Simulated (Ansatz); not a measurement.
AlH7O2Si2 (`[SiH3][O][AlH][O][SiH3]`), 12 atoms. Total charge 0; spin multiplicity 1. All runs use 4 threads of a server CPU on a shared host. Correlated methods freeze the cores.

How many basis functions does each run have, and how long does it take in Ansatz? RKS r2SCANh-D4/def2-TZVPP energy; RKS PBE0-D4/def2-TZVP frequencies; RKS PBE0-D4/def2-QZVPP energy; RKS PBE0-D4/def2-SVP energy; RKS PBE-D4/def2-TZVPP energy and forces; RHF-CCSD(T)/def2-TZVPP energy; RHF-CCSD(T)/def2-SVP energy; RKS PBE0-D4/def2-TZVP relaxation (58 steps); direct RPA on PBE orbitals/def2-TZVPP energy; RKS SPW92/def2-TZVPP energy; RKS B3LYP-D4/def2-TZVPP energy and forces; RKS ωB97M-V/def2-SVP energy. (Best estimate.)

Computed: Other jobs shared the machine, so times are rough.

```
                                level                    job  functions  wall time  peak host memory (GiB)
                 RKS PBE0-D4/def2-SVP                 energy        117      1.4 s                    0.25
                 RKS SPW92/def2-TZVPP                 energy        286      1.6 s                    0.42
                RKS PBE-D4/def2-TZVPP      energy and forces        286      2.5 s                    0.43
                 RKS ωB97M-V/def2-SVP                 energy        117      4.7 s                     0.4
            RKS r2SCANh-D4/def2-TZVPP                 energy        286      5.5 s                    0.87
                 RHF-CCSD(T)/def2-SVP                 energy        117      5.5 s                    0.55
              RKS B3LYP-D4/def2-TZVPP      energy and forces        286      5.5 s                    0.93
direct RPA on PBE orbitals/def2-TZVPP                 energy        286        6 s                    0.77
               RKS PBE0-D4/def2-QZVPP                 energy        534       12 s                     2.4
               RHF-CCSD(T)/def2-TZVPP                 energy        286    2.5 min                     7.9
                RKS PBE0-D4/def2-TZVP            frequencies        215      3 min                    0.66
                RKS PBE0-D4/def2-TZVP  relaxation (58 steps)        215      3 min                    0.67
```

B3LYP here is the variant with VWN-RPA as its local correlation; programs differ in this.
